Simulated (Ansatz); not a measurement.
`[F][GeH2][SiH3]` + H–F → `[F][GeH2][F]` + SiH₄ at 400 K and 1 bar (cleavage of the Ge–Si bond).

Calculated with Ansatz (gas phase, PBE0-D4/def2-TZVP geometries, no zero-point term in ΔE). CBS: MP2 limit from def2 TZ/QZ plus the TZ coupled-cluster correction, frozen cores. This one scheme is used for every species. For Ge outer-core shells are correlated without core-valence functions, which leaves a few kJ/mol of doubt a bond. Scalar relativity is left out up to krypton.

```json
{"species": "`[F][GeH2][SiH3]`", "CCSD(T)/CBS energy (Eh)": "-2468.01111", "H − E (kJ/mol)": "140.2", "S (J/(mol·K))": "355.1"}
{"species": "H–F", "CCSD(T)/CBS energy (Eh)": "-100.39570", "H − E (kJ/mol)": "36.5", "S (J/(mol·K))": "182.2"}
{"species": "`[F][GeH2][F]`", "CCSD(T)/CBS energy (Eh)": "-2276.96403", "H − E (kJ/mol)": "73.6", "S (J/(mol·K))": "296.6"}
{"species": "SiH₄", "CCSD(T)/CBS energy (Eh)": "-291.46306", "H − E (kJ/mol)": "96.9", "S (J/(mol·K))": "218.6"}
```

H − E and S are ideal-gas, rigid-rotor, harmonic terms from PBE0-D4/def2-TZVP. 1 Eh = 2625.50 kJ/mol, R = 8.31446 J/(mol·K).

By hand: ΔE, ΔH, ΔS and ΔG.

ΔE = (-2276.96403) + (-291.46306) − (-2468.01111) − (-100.39570) = -0.02028 Eh = -53.2 kJ/mol. Δ(H − E) = 73.6 + 96.9 − 140.2 − 36.5 = -6.2, so ΔH = -59.4 kJ/mol. ΔS = 296.6 + 218.6 − 355.1 − 182.2 = -22.1 J/(mol·K). ΔG = -59.4 − 400 × (-22.1)/1000 = -50.6 kJ/mol.

By hand: the equilibrium constant, and the temperature at which ΔG would vanish if ΔH and ΔS stayed fixed.

log₁₀ K = −ΔG/(RT ln 10) = 6.6. ΔG = 0 at ΔH/ΔS = 2688 K, far beyond where these terms or the molecules hold.

ΔH outweighs TΔS. A doubt of 5 kJ/mol in ΔE shifts log₁₀ K by 0.7 here. These are equilibria of isolated gas molecules and say nothing of rates. Largest T1 diagnostic: 0.012 (customary marks: 0.02 for closed shells, 0.045 for open ones).
